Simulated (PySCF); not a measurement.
C₆H₁₀O, SMILES C=CCCC(C)=O at its GFN2-xTB optimised geometry (Å):

```
17

C      2.5091     1.8990    -0.8618
C      1.7104     1.3883     0.0559
C      0.2178     1.4175    -0.0083
C     -0.3651     0.0025     0.0000
C     -1.8797     0.0025     0.0000
C     -2.4993    -1.3749     0.0083
O     -2.5365     1.0109     0.0000
H      2.1207     2.3915    -1.7382
H      3.5816     1.8561    -0.7760
H      2.1264     0.8991     0.9282
H     -0.1136     1.9400    -0.9065
H     -0.1766     1.9588     0.8560
H     -0.0223    -0.5435     0.8829
H     -0.0180    -0.5504    -0.8764
H     -2.1279    -1.9588    -0.8304
H     -2.2268    -1.8921     0.9260
H     -3.5816    -1.2977    -0.0511
```

Calculation: PBE0/def2-SVP (PySCF). Cells within 0.4 Å of a nucleus heavier than hydrogen are left out (blank, or x).

Map of the Laplacian of the electron density (e/bohr⁵), clipped to [-1.50, 1.50] on the plane z = 0.0 Å:

```
|5555555555555555555555555555555|
|5555555555555555555555555555555|
|5555555555555555555555555555555|
|5555555555555555555555555555555|
|5555555555555555555555555555555|
|5555555555555555555555555555555|
|5555555555555555555555555555555|
|5555555555555555555555555555555|
|5555555555555555555555555555555|
|5555555555555555555555555555555|
|5555555555555555555545555555555|
|555555566665555xx32xx5655555555|
|55555556xx66555xx32xx6555555555|
|55555556xx566543555555555555555|
|55555556635554x3555555555555555|
|5555555565xx23xx655555555555555|
|5555555554345594555555555555555|
|5555555552455555555555555555555|
|55555502xx555555555555555555555|
|55555544xx555555555555555555555|
|5555555565555555555555555555555|
|5555555555555555555555555555555|
|5555555555555555555555555555555|
|5555555555555555555555555555555|
|5555555555555555555555555555555|
|5555555555555555555555555555555|
|5555555555555555555555555555555|
|5555555555555555555555555555555|
|5555555555555555555555555555555|
|5555555555555555555555555555555|
|5555555555555555555555555555555|
```
Scale: ten equal steps from -1.50 (start of '0') to 1.32 (end of '9'), in the order '0123456789'; x runs from -6.00 to 6.00, y from -6.00 (bottom) to 6.00 (top).
